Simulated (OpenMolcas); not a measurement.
Ag3+ (d8) in a complex was computed by CASSCF with the d shell active (OpenMolcas, ANO-RCC-VDZP on the metal). Its lowest spin-free states, and all those of the highest spin:

| 2S+1 | Degeneracy | E (cm-1) |
| --- | --- | --- |
| 3 | 1 | 0.0 |
| 1 | 2 | 12311 |
| 3 | 3 | 16212 |
| 1 | 1 | 22118 |
| 3 | 3 | 23977 |
| 1 | 3 | 27852 |
| 1 | 3 | 32108 |
| 3 | 3 | 37593 |
| 1 | 3 | 47578 |
| 1 | 2 | 47831 |
| 1 | 1 | 67002 |

Question: Is the site octahedral, tetrahedral or cube-like, axial, or of lower symmetry?

Answer: The states with 2S+1 = 3 have orbital degeneracies 1, 3, 3, 3. Threefold states need a cubic site. For d8 at this spin an octahedron puts the single A2 below the threefold T2 and a tetrahedron or cube puts the threefold T1 below the threefold T2, so the site is octahedral. The first gap at this spin, 16200 cm-1, is |10Dq| in ligand-field theory. The run had Ag3+ with 6 ligands (fluoride) in octahedral coordination (Oh) at 2.06 Å. A charge of +0.5 e stands 2.6 Å behind each ligand. Ligand basis ANO-RCC-VDZP.

Without dynamic correlation the repulsion within the d shell is too large (B by tens of per cent), so at a given field states of lower spin stand too high. Real 4d8 and 5d8 ions are as a rule square planar and diamagnetic. The least metal-like active orbital is 75 % on the metal (Löwdin) and no ligand orbital is active, so the numbers are rough. With metal d orbitals alone the field can be off either way by tens of per cent. Ligand-to-metal charge-transfer states are missing. With no ligand orbital active B as a rule stays too high, so bands that hang on it stand too high and its fall with covalency is understated. No measured value stands beside these numbers; the geometry was imposed, not optimised, and the real ion may take another.
